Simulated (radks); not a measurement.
Values are calculated unless marked as measured or tabulated.
The mean radii <r> (bohr) of the occupied orbitals of an atom or ion are listed with their occupations. Code: a radial shooting solver on a logarithmic mesh with Libxc functionals. Model: non-relativistic Kohn-Sham, PW91, spin-polarised, spherical densities, point nucleus.

orbital  occ.      <r>
1s up       1  0.03463
1s down     1  0.03463
2s up       1   0.1509
2s down     1   0.1509
2p up       3   0.1291
2p down     3   0.1291
3s up       1   0.4148
3s down     1   0.4147
3p up       3   0.4082
3p down     3   0.4080
3d up       5   0.3835
3d down     5   0.3830
4s up       1    1.031
4s down     1    1.032
4p up       3    1.107
4p down     1    1.113
4d up       5    1.387
4d down     2    1.432
5d up       2    4.841

Name the element and its charge. Open shells, if any, are filled with parallel spins first.

Answer. Z = 44, ruthenium, charge +1: Ru+ in [Ar] 3d10 4s2 4p4 4d7 5d2. The 1s radius gives Z: for a bare nucleus <r> = 1.5/Z, 0.03409 bohr for Z = 44, and screening makes it slightly larger (0.03463 here). The occupations add up to 43, and the charge is Z minus that.
